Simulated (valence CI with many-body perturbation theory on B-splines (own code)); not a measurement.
Hyperfine factors and g values of Ni21+

Computed by valence CI with perturbative core correlation (CI+MBPT): five valence electrons over a frozen Dirac-Fock core [He], radial functions for each j: 9 s, 9 p, 8 d, 6 f, 3 g, 1 h, with the one-electron correlation potential Σ1, the two-electron term Σ2, the three-electron term Σ3, Breit, model QED; selected CI, second order for the rest (own B-spline code, finite nucleus).

No measured levels were compared; by estimate levels of excited configurations hold to 0.05 to 0.15 % of their energy, terms of the ground configuration to about 0.5 %. Among the levels kept, up to 2100 cm⁻¹ of a level comes from second order outside the variational space, and about a tenth of that is noise between levels of different J, which matters for small intervals.

A/g_I is the dipole constant over the nuclear g factor μ/I (μ in nuclear magnetons, uniformly magnetised nucleus), B/Q the quadrupole constant per barn. Both hold the static response of the core; the bare values leave it out. Large factors of s and p1/2 electrons are usually good to 5 to 10 %; those of open d and f shells near neutrality can be off by tens of per cent, and small factors of p3/2, d and f electrons come from cancelling terms and can be off by a factor of two or in sign, in half-filled shells by more. B is blank for J = 1/2, where it vanishes, and for nearly pure S terms. Energies count from the lowest level.

Names give the largest LS component (configuration and term), which can be under half, so a name can repeat, a term be missing and a line seem to break the LS rules; names also repeat where a configuration has a term twice. Letters in brackets count levels of one name in rising energy.

```tsv
Level	E (× 10³ cm⁻¹)	g	A/g_I (MHz)	A/g_I bare	B/Q (MHz/b)	B/Q bare
2s2 2p3 4S°_3/2	0.00	1.842	10900	15300	13500	13600
2s2 2p3 2D°_3/2	157.81	1.051	25700	26200	59200	59400
2s2 2p3 2D°_5/2	209.68	1.196	65800	66700	-507	-510
2s2 2p3 2P°_1/2	303.14	0.660	189000	186000		
2s2 2p3 2P°_3/2	400.45	1.230	37700	39000	-73500	-73800
2s 2p4 4P_5/2	848.17	1.579	147000	147000	57700	57900
2s 2p4 4P_3/2	942.95	1.705	111000	112000	-51300	-51500
2s 2p4 4P_1/2	967.94	2.610	326000	324000		
2s 2p4 2D_3/2	1176.7	0.864	-35500	-32800	-78500	-78900
2s 2p4 2D_5/2	1203.9	1.213	179000	176000	-122000	-123000
2s 2p4 2S_1/2	1345.4	1.649	336000	329000		
2s 2p4 2P_3/2	1399.8	1.286	6100	10100	52200	52400
2s 2p4 2P_1/2	1537.2	1.066	336000	326000		
2p5 2P°_3/2	2191.2	1.330	31300	34500	-62800	-63000
2p5 2P°_1/2	2341.6	0.660	190000	186000		
2s2 2p2 3s 4P_1/2	8524.2	2.274	146000	144000		
2s2 2p2 3s 4P_3/2	8624.9	1.702	44400	45800	45900	46100
2s2 2p2 3s 2P_1/2	8656.2	1.071	-42300	-38900		
2s2 2p2 3s 4P_5/2	8676.5	1.489	83300	84100	-14400	-14500
2s2 2p2 3s 2P_3/2	8707.1	1.133	57300	59400	-3740	-3750
2s2 2p2 3p 4D°_1/2	8746.3	0.714	51000	50600		
2s2 2p2 3p 4D°_3/2 [a]	8806.8	1.335	10100	10900	18300	18400
2s2 2p2 3p 2S°_1/2	8843.8	1.471	-19000	-15400		
2s2 2p2 3s 2D_5/2	8845.0	1.305	70700	70700	79800	80100
2s2 2p2 3s 2D_3/2	8859.2	1.020	19800	21700	36600	36800
2s2 2p2 3p 4D°_3/2 [b]	8873.6	1.226	45600	46800	-12600	-12700
2s2 2p2 3p 4D°_5/2	8894.6	1.366	16600	18100	38400	38600
2s2 2p2 3p 4P°_1/2	8909.6	2.160	-45100	-40800		
2s2 2p2 3p 2D°_5/2 [a]	8911.0	1.338	46700	48100	15700	15800
2s2 2p2 3p 2D°_3/2 [a]	8930.2	1.198	47000	47200	-34600	-34700
2s2 2p2 3p 4D°_7/2	8947.1	1.356	40500	41800	-1570	-1580
2s2 2p2 3p 4S°_3/2	8968.4	1.777	46800	49500	11000	11000
2s2 2p2 3s 2S_1/2	8991.9	1.984	162000	159000		
2s2 2p2 3p 2P°_3/2 [a]	8994.0	1.278	24900	26900	23900	24000
2s2 2p2 3p 2F°_5/2	9006.1	1.211	50900	51800	8920	8960
2s2 2p2 3p 2P°_1/2 [a]	9036.0	0.858	126000	126000		
2s2 2p2 3d 4F_3/2	9062.8	0.696	9430	8870	-18.3	31.4
2s2 2p2 3d 4F_5/2 [a]	9093.4	1.176	1650	1790	4190	4270
2s 2p3 3s 6S°_5/2 [a]	9101.4	1.563	100000	101000	22300	22400
2s 2p3 3s 6S°_5/2 [b]	9108.6	1.534	89400	89900	21600	21600
```

(1) Take the isotope of mass number 61, with I = 3/2, μ = -0.74965 μN and Q = 0.162 b. What is the hyperfine structure of 2s 2p4 4P_3/2?

## Answers

(1) From the table A = -55600 MHz, B = -8300 MHz. Shifts from the centre of gravity in MHz: F = 0: 198000, F = 1: 151000, F = 2: 47900, F = 3: -127000.
